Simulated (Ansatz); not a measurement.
```xyz
2

S     0.0000    0.0000    0.0000
H     0.0000    0.0000    2.9920
```

Basis set: pcseg-2 (spherical functions). Charge 0, multiplicity 2.

Computed with Ansatz (development build ahead of 0.2.0); each method stands on the lowest determinant of its kind that the runs found. Restricted functionals stand beside restricted open-shell atoms, which can lie above the unrestricted atoms usual in DFT and then raise those values.

The atomization energy at this shape (free ground-state atoms in the same class of orbitals less the molecule, no zero-point energy) of doublet SH:

```
                      method  atomization energy
         PBE0 (unrestricted)          9.1 kJ/mol
          PBE (unrestricted)         13.5 kJ/mol
PBE0 (restricted open-shell)       -124.6 kJ/mol
```

Question: What does UHF give?

Answer: 1.7 kJ/mol. Caution: the shape is not the minimum. Caution for PBE0 (unrestricted), PBE (unrestricted), PBE0 (restricted open-shell): charge can spread falsely over distant fragments. Caution for PBE0 (unrestricted), PBE (unrestricted), UHF: the unrestricted determinant is a mixture of spin states. Caution for PBE0 (restricted open-shell): an unrestricted determinant lies well below; the molecule lies well above its atoms at this level.
